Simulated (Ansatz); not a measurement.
Complex (SMILES): O (H2O) with FCl (F-Cl), atoms 1 to 3 the first; geometry from B3LYP-D3(BJ)/def2-TZVP, monomers rigid:
```xyz
5

O     -0.2891    -0.2900    -0.2583
H     -0.6031     0.5726     0.0378
H      0.6165    -0.1532    -0.5610
F      0.0906    -2.5011     3.1950
Cl    -0.0773    -1.6206     1.7858
```

The counterpoise-corrected interaction energy at CCSD(T) with Ansatz (a quantum-chemistry and plane-wave program), in kcal/mol, split into its Hartree-Fock and correlation parts. Cores are frozen. No added dispersion term, no relativity. Functions are those of the species that has most. These sets lack the diffuse functions that weak bonds need.

```csv
basis,X,functions,Hartree-Fock,CCSD(T)
cc-pV(D+d)Z,2,61,-3.58,-3.32
cc-pV(T+d)Z,3,127,-2.58,-3.95
cc-pV(Q+d)Z,4,234,-2.41,-4.83
```

Worked estimate of the basis-set limit from each neighbouring pair, with Hartree-Fock from the larger set and the correlation part extrapolated as X^-3.
Correlation parts: X = 2: 0.26, X = 3: -1.37, X = 4: -2.42.
- (2,3): (27·(-1.37) - 8·(0.26))/19 = -2.06; with Hartree-Fock -2.58 the estimate is -4.64 kcal/mol.
- (3,4): (64·(-2.42) - 27·(-1.37))/37 = -3.19; with Hartree-Fock -2.41 the estimate is -5.60 kcal/mol.
The last two estimates differ by 0.96 kcal/mol; the largest set lies 0.77 from the last. Over the last step Hartree-Fock moves by 0.17 and the correlation part by -1.05.
